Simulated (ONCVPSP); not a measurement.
# An all-electron radial function and its pseudo partner (Mn (Z = 25))

Columns: radius, all-electron u(r) and pseudo u(r) of the 3d shell (level -7.66 eV) of manganese in the configuration [Ne] 3s2 3p6 3d5 4s1.5 4p0.5; PW91, scalar-relativistic, ONCV scheme, ONCVPSP 4.0.1.

| r (bohr) | all-electron | pseudo |
| --- | --- | --- |
| 0.103 | 0.0630 | 0.0104 |
| 0.205 | 0.2552 | 0.0755 |
| 0.308 | 0.4769 | 0.2223 |
| 0.410 | 0.6587 | 0.4322 |
| 0.513 | 0.7860 | 0.6608 |
| 0.615 | 0.8592 | 0.8489 |
| 0.718 | 0.8893 | 0.9626 |
| 0.820 | 0.8876 | 0.9927 |
| 0.923 | 0.8650 | 0.9593 |
| 1.025 | 0.8298 | 0.8931 |
| 1.128 | 0.7871 | 0.8192 |
| 1.230 | 0.7413 | 0.7532 |
| 1.332 | 0.6946 | 0.6972 |
| 1.435 | 0.6479 | 0.6481 |
| 1.538 | 0.6028 | 0.6028 |
| 1.640 | 0.5602 | 0.5602 |
| 1.743 | 0.5196 | 0.5196 |
| 1.845 | 0.4819 | 0.4819 |
| 1.948 | 0.4464 | 0.4464 |
| 2.050 | 0.4138 | 0.4137 |
| 2.153 | 0.3831 | 0.3831 |
| 2.255 | 0.3550 | 0.3550 |
| 2.358 | 0.3287 | 0.3287 |
| 2.460 | 0.3046 | 0.3046 |
| 2.562 | 0.2823 | 0.2823 |
| 2.665 | 0.2614 | 0.2614 |

(1) How many radial nodes do the two functions have?

(2) At about which radius was the pseudo-wave matched?

(3) Is the pseudo-wave norm-conserving?

Results:

(1) The all-electron 3d function has n − l − 1 = 0; the pseudo-wave has 0.

(2) 1.55 bohr. The columns agree to 0.0005 from 1.44 bohr on; several derivatives are matched, so the curves merge somewhat inside the radius.

(3) Yes: the ONCV scheme keeps the norm inside the radius equal to the all-electron one, which fixes the energy derivative of the logarithmic derivative at the level.
